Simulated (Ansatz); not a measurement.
Geometry optimisation, RKS B3LYP-D4/def2-SVP in Ansatz.

Input file:

```yaml
crystal:
  periodic: [false, false, false]
  atoms:
    - { symbol: Mg, position_ang: [-1.6464, -0.4742, -0.7986] }
    - { symbol: F, position_ang: [-0.5687, 1.5601, -1.2556] }
    - { symbol: Cl, position_ang: [-2.3127, -1.74, -2.3811] }
    - { symbol: H, position_ang: [0.8398, 0.0352, 0.5686] }
    - { symbol: "N", position_ang: [-0.0141, -0.8959, 1.0125] }
    - { symbol: H, position_ang: [0.4887, 1.3448, -0.7247] }
    - { symbol: O, position_ang: [1.4719, 0.9904, 0.0001] }
    - { symbol: H, position_ang: [0.4344, -1.8007, 0.9559] }
    - { symbol: H, position_ang: [-0.2504, -0.715, 1.9785] }
    - { symbol: H, position_ang: [1.5575, 1.6953, 0.6443] }
basis:
  gaussian: { orbitals: def2-SVP }
hamiltonian:
  xc: b3lyp
  dispersion: d4
relax:
  f_tol: 0.15
  max_steps: 25
  restrain:
    - { distance: [0, 4], at: 3.42, k: 30.0 }
    - { distance: [3, 6], at: 2.27, k: 30.0 }
    - { distance: [5, 1], at: 2.18, k: 30.0 }
    - { distance: [0, 1], at: 1.98, k: 30.0 }
    - { distance: [3, 4], at: 1.02, k: 30.0 }
    - { distance: [5, 6], at: 0.97, k: 30.0 }
output:
  orbitals: {}
```

Run as:

```bash
$ ansatz run input.yaml --threads 2 --pin off --max-ram 3072MiB --backend cpu --events-out ev --progress --plain --runs-dir out
```

Problem. Where does it end, and by what steps?

Solution. The run converged. The restraints hold the end off the free minimum. After 7 steps the energy has fallen by 0.912 eV (the restraints' own energy left out); Mg1 moved furthest, 0.81 Å. Parted: Mg1–N5. Joined: H4–N5, H6–O7.

```
step  energy less start (eV)  largest force component (eV/Å)  accepted
   0                  0.0000                           2.774       yes
   1                 -0.2811                           3.560       yes
   2                 -0.3716                           3.030       yes
   3                 -0.3765                           2.228       yes
   4                 -0.7208                           1.907       yes
   5                 -0.7522                           1.940       yes
   6                 -0.8753                           2.007       yes
   7                 -0.9118                           1.890       yes
```

```xyz
10
Properties=species:S:1:pos:R:3
Mg -1.736 -0.154 -1.537
F -1.037 1.621 -1.420
Cl -2.685 -1.988 -2.276
H 0.856 -0.433 0.969
N 0.091 -1.079 1.171
H 1.016 1.576 -0.718
O 1.719 1.381 -0.075
H 0.458 -2.029 1.128
H -0.220 -0.913 2.128
H 1.539 2.019 0.629
```

Whether the end is a true minimum wasn't checked by a vibrational analysis.

The run took 26 s on 2 threads of Arm Neoverse V1 (shared host), peak memory 0.22 GiB.
